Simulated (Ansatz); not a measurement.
Cost and result for the atomization energy of CH$_{4}$Cl$_{2}$O$_{2}$Si, SMILES `CO[Si](O)(Cl)Cl` (10 atoms, 9 bonds).

Z-matrix (Å, degrees):
```
C
O 1 1.414
H 1 1.090 2 107.7
H 1 1.094 2 111.0 3 119.4
H 1 1.094 2 110.8 3 -119.2
Si 2 1.613 1 126.2 3 -177.9
Cl 6 2.044 2 108.9 1 56.2
O 6 1.615 2 109.9 1 178.4
Cl 6 2.028 2 111.5 1 -63.2
H 8 0.959 6 117.9 2 -58.8
```

Total charge 0; spin multiplicity 1. The structure was optimised at the PBE0-D4/def2-TZVP level. It is one conformer, not always the lowest. Program: Ansatz. All runs use 2 threads of an AMD EPYC 7R13 on a shared host and a share of an NVIDIA H100 80 GB. Times are those of one run each, without the atoms' runs, and a repeat can differ threefold. Electronic energies, without spin–orbit coupling; frozen cores. CCSD(T)/CBS adds CCSD(T) − MP2 in def2-TZVPP to the MP2 limit, and its time is that of the two runs behind it. T1 = 0.010. B3LYP takes the VWN-RPA correlation (the form of Gaussian; ORCA's B3LYP/G).

CCSD(T)/CBS is a level of theory with its own doubt, some kJ/mol a heavy atom from the limit and from the frozen cores, so smaller differences don't rank the functionals.

```json
{"level": "PBE0-D4/def2-TZVPP", "functions": "275", "wall time": "1.7 s", "atomization (kcal/mol)": "921.6", "difference from CCSD(T)/CBS": "-7.4", "per bond": "-0.8"}
{"level": "PBE-D4/def2-TZVPP (with forces)", "functions": "275", "wall time": "1.8 s", "atomization (kcal/mol)": "939.7", "difference from CCSD(T)/CBS": "10.7", "per bond": "1.2"}
{"level": "r2SCAN-D4/def2-TZVPP (with forces)", "functions": "275", "wall time": "2 s", "atomization (kcal/mol)": "929.5", "difference from CCSD(T)/CBS": "0.5", "per bond": "0.1"}
{"level": "B2PLYP/def2-TZVPP", "functions": "275", "wall time": "2 s", "atomization (kcal/mol)": "911.2", "difference from CCSD(T)/CBS": "-17.8", "per bond": "-2.0"}
{"level": "B3LYP-D4/def2-TZVPP (with forces)", "functions": "275", "wall time": "2.1 s", "atomization (kcal/mol)": "917.3", "difference from CCSD(T)/CBS": "-11.7", "per bond": "-1.3"}
{"level": "ωB97X-V/def2-TZVPP", "functions": "275", "wall time": "2.1 s", "atomization (kcal/mol)": "927.9", "difference from CCSD(T)/CBS": "-1.1", "per bond": "-0.1"}
{"level": "ωB97M-V/def2-TZVPP (with forces)", "functions": "275", "wall time": "2.7 s", "atomization (kcal/mol)": "930.2", "difference from CCSD(T)/CBS": "1.2", "per bond": "0.1"}
{"level": "MP2/def2-QZVPP", "functions": "501", "wall time": "2.8 s", "atomization (kcal/mol)": "946.3", "difference from CCSD(T)/CBS": "17.3", "per bond": "1.9"}
{"level": "CCSD(T)/def2-TZVPP", "functions": "275", "wall time": "3.3 s", "atomization (kcal/mol)": "899.3", "difference from CCSD(T)/CBS": "-29.7", "per bond": "-3.3"}
{"level": "CCSD(T)/CBS(def2)", "functions": "–", "wall time": "6 s", "atomization (kcal/mol)": "929.0", "difference from CCSD(T)/CBS": "0.0", "per bond": "0.0"}
```

In def2-TZVPP, CCSD(T) changes the Hartree–Fock value by +230.8 kcal/mol (the triples alone add +15.7 kcal/mol) and MP2 by +260.1 kcal/mol; breaking electron pairs costs correlation energy, which Hartree–Fock lacks. The D4 term adds +11.4 kcal/mol with B3LYP and +6.0 kcal/mol with PBE0; it sums over pairs of atoms, weighted by their polarisabilities, and B3LYP, whose exchange is more repulsive, gets the larger term. From PBE to PBE0 (25 % exact exchange), in def2-TZVPP and without D4, the atomization energy moves by −17.0 kcal/mol: exact exchange takes away binding that semilocal exchange gives to molecules.
